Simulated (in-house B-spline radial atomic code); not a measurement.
Configurations of V4+, with energies counted from [Ar] 3d1. Computed with a radial B-spline atomic code at the basis-set limit: non-relativistic LC-wPBE, spin-polarised, spherical fractional occupations, point nucleus. Shells without spins written out take the highest spin.

Caution: exact exchange at fractional occupations of open shells leaves self-interaction of up to several eV.

Occupations are held fixed; configurations that lie above the ionisation limit could autoionise.

| configuration | E - E(ref) (eV) | highest orbital | its <r> (bohr) |
| --- | --- | --- | --- |
| [Ar] 4d(0 up, 1 down) | 34.807 | 4d down | 3.051 |
| [Ne] 3s2 3p5 3d2 | 44.168 | 3d up | 1.068 |
| [Ne] 3s2 3p5 3d1 4p1 | 72.129 | 4p up | 2.482 |
| [Ne] 3s2 3p5 3d1 4d1 | 82.656 | 4d up | 3.024 |
| [Ne] 3s2 3p5 3d1 4f1 | 90.067 | 4f up | 3.565 |

Task: Order these further configurations by energy, lowest first.
A. [Ar] 4p(1 up, 0 down)
B. [Ne] 3s2 3p5 3d1 4s1
C. [Ar] 4f(0 up, 1 down)
D. [Ne] 3s2 3p(3 up, 2 down) 3d(0 up, 1 down) 4d(0 up, 1 down)
E. [Ar] 4s1

Result: E (14.923 eV), A (24.448 eV), C (42.14 eV), B (62.494 eV), D (84.278 eV).
